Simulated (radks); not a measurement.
Cs I, configuration [Kr] 4d10 5s2 5p4 6s1 6p2 (not the ground configuration). Method: Dirac Kohn-Sham, BLYP, spin-unpolarised, spherical densities, finite nucleus; open shells fill j = l - 1/2 first; Fermi nuclear charge, rms radius 4.8041 fm; computed with a radial shooting solver on a logarithmic mesh with Libxc functionals.

Radial electron density D(r) = 4 pi r^2 rho(r):

| r (bohr) | D(r) (e/bohr) |
|---|---|
| 0.003727 | 18.74 |
| 0.005091 | 28.57 |
| 0.007011 | 41.60 |
| 0.009579 | 55.70 |
| 0.01309 | 67.70 |
| 0.01788 | 72.98 |
| 0.02442 | 69.65 |
| 0.03363 | 63.86 |
| 0.04595 | 68.67 |
| 0.06277 | 85.50 |
| 0.08576 | 92.75 |
| 0.1172 | 76.84 |
| 0.1601 | 67.69 |
| 0.2204 | 79.01 |
| 0.3011 | 63.13 |
| 0.4114 | 30.93 |
| 0.562 | 29.44 |
| 0.7678 | 28.09 |
| 1.049 | 13.73 |
| 1.445 | 6.704 |
| 1.973 | 3.881 |
| 2.696 | 1.428 |
| 3.683 | 0.8258 |
| 5.032 | 0.7015 |
| 6.874 | 0.3061 |
| 9.467 | 0.05587 |
| 12.93 | 0.004163 |

D(r) has 4 maxima, at r = 0.0183, 0.0804, 0.229, 0.649 bohr, and minima at 0.0356, 0.151, 0.479 bohr, inside which lie 2.02, 11.19, 29.03 electrons.
